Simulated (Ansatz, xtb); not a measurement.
# Two isomers of C3H5NO2S

We compare a, `O=[S@@]1CC=NCO1`, a singlet, with b, `N#CCCO[SH]=O`, a singlet. Both are isolated molecules in the gas phase, relaxed with PBE0-D3(BJ)/def2-SVP; each stands in its lowest conformer found.

Q: Estimate E(b) − E(a) at the level CCSD(T)/def2-SVP + ΔMP2/def2-TZVPP.

A: Too close to call at this level: CCSD(T)/def2-SVP + ΔMP2/def2-TZVPP gives E(b) − E(a) = +0.56 kcal/mol.

How the difference moves with the method:

```tsv
level	geometry	E(b) − E(a) (kcal/mol)	departure from the last row (kcal/mol)	job, with rough time for the two
PBE0-D3(BJ)/def2-SVP	PBE0-D3(BJ)/def2-SVP	+8.09	+7.52	optimisation, 81 s
HF/def2-SVP	PBE0-D3(BJ)/def2-SVP	−5.01	−5.58	part of the CCSD(T) run
MP2/def2-SVP	PBE0-D3(BJ)/def2-SVP	−4.73	−5.30	part of the CCSD(T) run
CCSD(T)/def2-SVP	PBE0-D3(BJ)/def2-SVP	−3.34	−3.90	single point
CCSD(T)/def2-SVP + ΔMP2/def2-TZVPP	PBE0-D3(BJ)/def2-SVP	+0.56		single point, 92 s
```

As drawn, b has 1 C≡N, 1 C–C, 1 S–H in place of 1 C–S, 1 C=N, 1 C–N, 1 C–H. Structure a has a 6-membered ring, b no ring.

The largest departure from CCSD(T)/def2-SVP + ΔMP2/def2-TZVPP is that of PBE0-D3(BJ)/def2-SVP, 7.52 kcal/mol. Levels run at GFN2-xTB geometries aren't shown. The last row adds to CCSD(T) the change of the MP2 difference between the two basis sets, here +3.90 kcal/mol, a large step that makes the value less sure.

With thermal terms from frequencies at re-optimised GFN2-xTB minima (ideal gas, soft modes damped towards free rotors, one conformer each, 298.15 K, 1 atm): on the last row, ΔE + ΔZPE = −1.71, ΔH = −0.94, ΔG = −3.17 kcal/mol.

The correlated steps freeze 11 core orbitals. Mirror images aren't counted in ΔG. Run with Ansatz 0.2.0, xtb 6.7.1; the last row on 2 threads of Arm Neoverse V1 on a shared host.
